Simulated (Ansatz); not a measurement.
`F[CH]([SiH3])[SnH3]` + `[OH][GeH2][SH]` → `[SiH3][O][GeH2][SH]` + `F[CH2][SnH3]`  (ligand exchange at the Si–C bond)

Gas-phase electronic energies from Ansatz, PBE0-D4/def2-TZVP geometries. CCSD(T)/CBS is the MP2 limit (def2-TZVPP, def2-QZVPP) plus CCSD(T) − MP2 in def2-TZVPP, frozen cores. Functionals use def2-TZVPP. B3LYP here is the variant with VWN-RPA as its local correlation; programs differ in this. Elements past krypton have def2 core potentials. For Ge, Sn outer-core shells are correlated without core-valence functions, which leaves a few kJ/mol of doubt a bond. Scalar relativity is left out up to krypton. Each species was taken in one conformer, which may not be the lowest.

`F[CH]([SiH3])[SnH3]`:

```xyz
11

F     0.752   -1.223    1.399
C     0.226   -0.068    0.803
Si    1.509    0.714   -0.336
Sn   -1.632   -0.609   -0.198
H    -0.037    0.628    1.608
H     2.750    1.066    0.403
H     0.894    1.947   -0.900
H     1.841   -0.220   -1.441
H    -1.273   -1.540   -1.581
H    -2.453    0.817   -0.653
H    -2.578   -1.511    0.896
```

`[OH][GeH2][SH]`:

Cartesian coordinates in Å:
```
O 1.573 -0.067 -0.230
Ge -0.013 0.449 0.381
S -1.599 -0.968 -0.251
H 1.757 -0.988 -0.032
H -0.057 0.424 1.917
H -0.202 1.841 -0.226
H -1.459 -0.690 -1.558
```

`[SiH3][O][GeH2][SH]`:

```xyz
10

Si   -0.969    1.209    0.757
O    -0.515   -0.367    0.766
Ge    0.307   -1.389   -0.425
S     1.635   -0.160   -1.703
H     0.207    2.108    0.904
H    -1.676    1.560   -0.505
H    -1.885    1.411    1.907
H     1.097   -2.412    0.395
H    -0.743   -1.998   -1.361
H     2.543    0.038   -0.733
```

`F[CH2][SnH3]`:

Cartesian coordinates in Å:
```
F 1.010 -0.067 1.786
C 0.348 0.693 0.834
Sn -0.340 -0.578 -0.784
H 1.037 1.453 0.459
H -0.496 1.191 1.316
H -1.411 -1.751 -0.164
H -1.149 0.396 -1.932
H 1.000 -1.337 -1.515
```

```tsv
level	ΔE (kJ/mol)	difference from CCSD(T)/CBS
B3LYP-D4	-112.4	-1.7
ωB97X-V	-110.7	0.0
ωB97M-V	-109.7	1.0
B2PLYP	-114.8	-4.1
r2SCAN	-107.6	3.1
HF/def2-TZVPP	-136.3	-25.6
MP2/def2-TZVPP	-114.8	-4.1
SCS-MP2/def2-TZVPP	-118.9	-8.2
MP2/def2-QZVPP	-114.2	-3.5
SCS-MP2/def2-QZVPP	-118.3	-7.6
CCSD(T)/CBS	-110.7	0
```

Largest T1 diagnostic among the species: 0.013.

From PBE to PBE0 (25 % exact exchange), in def2-TZVPP and without D4, ΔE moves by −8.3 kJ/mol. In def2-TZVPP, CCSD(T) changes the Hartree–Fock value by +23.7 kJ/mol (the triples alone add +3.5 kJ/mol) and MP2 by +21.5 kJ/mol.
